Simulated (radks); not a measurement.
Results of a calculation; reference values are marked as such.
Q: Species: Er+. Configuration: [Xe] 4f12 6s0.75 5f0.25 (fractional occupations, a model configuration). Code: a radial shooting solver on a logarithmic mesh with Libxc functionals. Model: Dirac Kohn-Sham, PBE, spin-unpolarised, spherical densities, finite nucleus; open shells are shared between the two j in proportion to 2j + 1; Fermi nuclear charge, rms radius 5.2516 fm. Some entries of the table are withheld. Estimate them.

orbital,occ.,eigenvalue (eV),<1/r> (bohr^-1),r(max) (bohr)
1s1/2,2,-57301.76,77.54,0.01286
2s1/2,2,-9627.750,18.65,0.07342
2p1/2,2,-9171.614,18.63,0.05512
2p3/2,4,-8254.759,16.15,0.06134
3s1/2,2,-2163.102,6.826,0.2074
3p1/2,2,-1962.710,6.742,(1)
3p3/2,4,-1770.138,6.110,(2)
3d3/2,4,-1427.067,5.995,0.1642
3d5/2,6,-1384.980,5.841,0.1679
4s1/2,2,-432.8447,2.855,0.4743
4p1/2,2,(3),2.746,0.4765
4p3/2,4,(4),2.527,0.5042
4d3/2,4,(5),2.305,0.5069
4d5/2,6,(6),2.251,0.5159
5s1/2,2,-59.5799,1.064,1.114
5p1/2,2,-38.0135,0.9311,1.217
5p3/2,4,-32.6514,0.8535,1.305
4f5/2,5.14286,(7),1.661,(8)
4f7/2,6.85714,(9),1.631,(10)
6s1/2,0.75,-9.8221,0.3531,3.105
5f5/2,0.107143,(11),0.1014,10.63
5f7/2,0.142857,(12),0.1015,10.64

A: 
(1) 3p1/2 r(max) (bohr): 0.1950
(2) 3p3/2 r(max) (bohr): 0.2080
(3) 4p1/2 eigenvalue (eV): -352.7229
(4) 4p3/2 eigenvalue (eV): -309.4035
(5) 4d3/2 eigenvalue (eV): -177.4778
(6) 4d5/2 eigenvalue (eV): -169.6068
(7) 4f5/2 eigenvalue (eV): -11.4808
(8) 4f5/2 r(max) (bohr): 0.5067
(9) 4f7/2 eigenvalue (eV): -10.3965
(10) 4f7/2 r(max) (bohr): 0.5121
(11) 5f5/2 eigenvalue (eV): -1.7549
(12) 5f7/2 eigenvalue (eV): -1.7540
